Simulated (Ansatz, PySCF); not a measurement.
Reaction (SMILES): CCF [fluoroethane] → [CH3] (CH3) + [CH2]F (the C-C bond at the site shown breaks; other sites are not compared here)
Structures are relaxed separately at B3LYP-D3(BJ)/def2-TZVP in Ansatz (a quantum-chemistry and plane-wave program).

Quantity: bond dissociation energy (0 K, with B3LYP-D3(BJ) harmonic zero-point energies from PySCF), in kcal/mol. Correlated levels leave the core frozen unless marked. UHF or UKS for open shells. No spin-orbit coupling. Non-relativistic. CBS(X,Y): correlation extrapolated as X^-3; Hartree-Fock from the larger set.

Level to compare with: CCSD(T)/CBS(cc-pVTZ,cc-pVQZ) (Ansatz), 91.2 kcal/mol. It is a level with limits of its own, and the differences hold the functionals' basis error too.

### Question
Rank these functionals by how close they come to CCSD(T)/CBS(cc-pVTZ,cc-pVQZ), closest first: HSE06/def2-TZVPD (Ansatz); r2SCAN0/def2-TZVPD (Ansatz); B3LYP/def2-TZVPD (Ansatz).

### Answer
HSE06/def2-TZVPD (screened hybrid, 87.7 kcal/mol, difference -3.5), B3LYP/def2-TZVPD (global hybrid, 84.3 kcal/mol, difference -6.9), r2SCAN0/def2-TZVPD (hybrid meta-GGA, 82.1 kcal/mol, difference -9.1)
